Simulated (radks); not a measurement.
Results of a calculation; reference values are marked as such.
Problem. All-electron atom: Pr+ in [Xe] 4f2.5 6s1 6p0.5 (fractional occupations, a model configuration). Level of theory: scalar-relativistic Kohn-Sham, SCAN, spin-unpolarised, spherical densities, finite nucleus; meta-GGA in the generalised Kohn-Sham scheme; Fermi nuclear charge, rms radius 4.8919 fm (a radial shooting solver on a logarithmic mesh with Libxc functionals). Some entries of the table are withheld. Estimate them.

orbital  occ.  eigenvalue (eV)  <r> (bohr)  r(max) (bohr)
1s          2              (1)     0.02410            (2)
2s          2        -6768.516      0.1030        0.08716
2p          6        -6053.352     0.09055        0.07029
3s          2        -1477.650      0.2718         0.2486
3p          6        -1249.373      0.2701         0.2436
3d         10        -929.5679      0.2476            (3)
4s          2        -305.6782      0.6221         0.5790
4p          6        -230.6098      0.6587         0.6042
4d         10        -123.0739      0.7261         0.6350
5s          2         -49.3989       1.495          1.347
5p          6         -30.8922       1.726          1.517
4f        2.5         -10.6390       1.091         0.6840
6s          1          -9.0474       4.025          3.599
6p        0.5          -5.9468         (4)          4.314

Solution. 
(1) 1s eigenvalue (eV): -41890.00
(2) 1s r(max) (bohr): 0.01541
(3) 3d r(max) (bohr): 0.2008
(4) 6p <r> (bohr): 4.874
